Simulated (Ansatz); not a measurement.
Reaction (formal exchange of groups at a C–S bond): `CCSSCC` + `[F][ZnH]` → `C[CH2][Zn][F]` + `CCSS`

Computed with Ansatz on PBE0-D4/def2-TZVP structures; ΔE is electronic, products minus reactants. CCSD(T)/CBS adds triple-zeta CCSD(T) − MP2 to the extrapolated MP2 energy (def2 sets, frozen cores). Functionals use def2-TZVPP. HSE06 is defined as in plane-wave codes. For Zn outer-core shells are correlated without core-valence functions, which leaves a few kJ/mol of doubt a bond. Scalar relativity is left out up to krypton. One conformer a species, not always the lowest.

```tsv
level	ΔE (kJ/mol)	difference from CCSD(T)/CBS
PBE-D4	-2.4	2.6
r2SCAN-D4	-2.2	2.8
r2SCAN0-D4	-1.0	4.0
HSE06-D4	-1.3	3.7
ωB97X-V	-0.9	4.1
r2SCAN	-4.3	0.7
HSE06	-6.8	-1.8
CAM-B3LYP	-8.3	-3.3
LC-ωPBE	-7.4	-2.4
MP2/def2-SVP	-3.3	1.7
MP2/def2-TZVPP	-4.3	0.7
SCS-MP2/def2-TZVPP	-4.6	0.4
HF/def2-QZVPP	-2.6	2.4
MP2/def2-QZVPP	-5.0	0.0
SCS-MP2/def2-QZVPP	-5.1	-0.1
HF/CBS(def2)	-2.7	2.3
CCSD(T)/CBS	-5.0	0
```

Largest T1 diagnostic among the species: 0.018.

Leaving LDA and LC-ωPBE aside and taking each functional with its dispersion term where it has one, the values, not all of them listed here, spread over 12.3 kJ/mol, from B2PLYP to B97M-V. LDA lies +8.4 kJ/mol from PBE without D4. From BLYP to BHLYP (50 % exact exchange), in def2-TZVPP and without D4, ΔE moves by +7.4 kJ/mol.
